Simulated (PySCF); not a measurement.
Isomers of C6H17NSi, one GFN2-xTB conformer each. Single-point energies are computed at PBE0/pcSseg-1 (PySCF, gas phase, no added dispersion term), electronic only.

```csv
SMILES,GFN2-xTB relative energy (kcal/mol)
CC(C)N([SiH3])C(C)C,0.0
CN(C)[SiH2]C(C)(C)C,12.2
CCN[SiH2][C@@H](C)CC,10.6
```

Conformers: `[CH3:1][CH:2]([CH3:3])[N:4]([SiH3:5])[CH:6]([CH3:7])[CH3:8]` with C1–C2–N4–Si5 50°, C2–N4–C6–C7 65°; `[CH3:1][N:2]([CH3:3])[SiH2:4][C:5]([CH3:6])([CH3:7])[CH3:8]` with C1–N2–Si4–C5 -52°; `[CH3:1][CH2:2][NH:3][SiH2:4][C@@H:5]([CH3:6])[CH2:7][CH3:8]` with C1–C2–N3–Si4 -84°, C2–N3–Si4–C5 179°, N3–Si4–C5–C6 143°, Si4–C5–C7–C8 61°.

Question: What does PBE0/pcSseg-1 give for the same structures?

Answer: 
```tsv
SMILES	PBE0/pcSseg-1 E (Eh)	PBE0/pcSseg-1 (kcal/mol)	GFN2-xTB (kcal/mol)	point group
CCN[SiH2][C@@H](C)CC	-582.60518	0.0	10.6	C1
CN(C)[SiH2]C(C)(C)C	-582.59372	7.2	12.2	C1
CC(C)N([SiH3])C(C)C	-582.59054	9.2	0.0	C1
```

GFN2-xTB puts CC(C)N([SiH3])C(C)C lowest instead; measured from each level's own lowest isomer, the values differ by up to 10.6 kcal/mol (CCN[SiH2][C@@H](C)CC: 10.6 against 0.0). As drawn, the lowest has an N–H bond and an Si–C bond, which the highest lacks. Neighbours under 2.5 kcal/mol apart (CN(C)[SiH2]C(C)(C)C and CC(C)N([SiH3])C(C)C) can change places with a better method, another conformer or zero-point energy.

Question: Which frontier levels, dipoles and rotational constants go with these structures?

Answer: 
```csv
SMILES,"HOMO (eV, PBE0/pcSseg-1)",LUMO (eV),dipole (D),"A, B, C (MHz)"
CCN[SiH2][C@@H](C)CC,-6.59,0.87,1.08,"2546, 896.6, 728.8"
CN(C)[SiH2]C(C)(C)C,-6.25,1.08,0.80,"2758, 1025, 929.4"
CC(C)N([SiH3])C(C)C,-6.11,0.94,1.10,"1753, 1356, 1136"
```
